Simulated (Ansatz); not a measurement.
C$_{3}$H$_{3}$, doublet, geometry from GFN2-xTB; CCSD(T)/cc-pVDZ (Ansatz, a quantum-chemistry and plane-wave program).

Input for Ansatz:
Ansatz 0.2 input:
```yaml
crystal:
  periodic: [false, false, false]
  atoms:
    - {symbol: C, position_ang: [0.01137253, 0.00043044, 0.89107543]}
    - {symbol: C, position_ang: [0.06264617, -0.66008582, -0.41729858]}
    - {symbol: C, position_ang: [0.04247067, 0.66144996, -0.41767946]}
    - {symbol: H, position_ang: [-0.79304238, -0.01164344, 1.60888743]}
    - {symbol: H, position_ang: [0.07098274, -1.56700412, -0.97228411]}
    - {symbol: H, position_ang: [0.02312338, 1.56788010, -0.97318762]}
basis:
  gaussian:
    orbitals: cc-pVDZ
magnetization: {spin_polarized: true, initial_magnetization: 1}
correlation: {method: ccsd_t, electrons: outside_noble_gas}
accuracy: high
```

Q: Predict the main parts of the log of this Ansatz run.

A: 
```
Functional definition: HF
1282 factors; integrals over basis functions are off by at most 2.7e-9 eV
mean field evaluation 1: about -3132.8754 eV, gradient 1.6e1 eV
mean field evaluation 2: about -3133.0606 eV, gradient 1.5e1 eV
mean field evaluation 4: about -3134.7547 eV, gradient 2.2e0 eV
mean field evaluation 8: about -3134.8211 eV, gradient 4.1e-1 eV
mean field evaluation 16: about -3134.8264 eV, gradient 7.7e-7 eV
mean field evaluation 32: about -3134.8139 eV, gradient 2.2e-1 eV
mean field evaluation 64: about -3132.6864 eV, gradient 7.5e-4 eV
mean field -3134.82638377 eV, -115.2027447419 hartree, gradient 1.8e-8 eV, S^2 0.759649; 3 other end points of the search recorded, 0 dependent functions left out
determinant -3134.82638377 eV, -115.2027447419 hartree, with singles and doubles -3145.61478425 eV, -115.5992111469 hartree
determinant -3132.68637236 eV, -115.1241007731 hartree, with singles and doubles -3143.29373385 eV, -115.5139141181 hartree
3 core orbitals not correlated
reference -3134.82638377 eV, -115.2027447419 hartree; 8, 7 occupied and 46, 47 virtual orbitals, 1282 factors
second order -10.03361871 eV of doubles, -0.00000000 eV of singles
cycle   1  -10.78842862 eV  change   -2.8e-5 eV  update   4.0e-4
cycle   2  -10.78844825 eV  change   -2.0e-5 eV  update   2.4e-4
cycle   3  -10.78840070 eV  change    4.8e-5 eV  update   1.0e-4
cycle   4  -10.78841029 eV  change   -9.6e-6 eV  update   2.6e-5
cycle   5  -10.78845865 eV  change   -4.8e-5 eV  update   6.9e-6
cycle   6  -10.78846375 eV  change   -5.1e-6 eV  update   3.1e-6
cycle   7  -10.78845842 eV  change    5.3e-6 eV  update   1.2e-6
cycle   8  -10.78845815 eV  change    2.7e-7 eV  update   3.2e-7
cycle   9  -10.78845816 eV  change   -1.0e-8 eV  update   1.3e-7
cycle  10  -10.78845809 eV  change    6.7e-8 eV  update   5.1e-8
cycle  11  -10.78845811 eV  change   -1.5e-8 eV  update   3.1e-8
cycle  12  -10.78845813 eV  change   -1.8e-8 eV  update   2.3e-8
cycle  13  -10.78845787 eV  change    2.5e-7 eV  update   1.2e-7
cycle  14  -10.78845788 eV  change   -7.3e-9 eV  update   3.5e-8
cycle  15  -10.78845786 eV  change    1.8e-8 eV  update   1.1e-8
cycle  16  -10.78845786 eV  change    4.7e-9 eV  update   4.7e-9
cycle  17  -10.78845785 eV  change    2.7e-9 eV  update   1.9e-9
cycle  18  -10.78845785 eV  change   4.3e-10 eV  update  7.1e-10
perturbative correction -0.42480590 eV, -0.0156113288 hartree
Total energy: -3146.03964752 eV, -115.6148245841 hartree
```
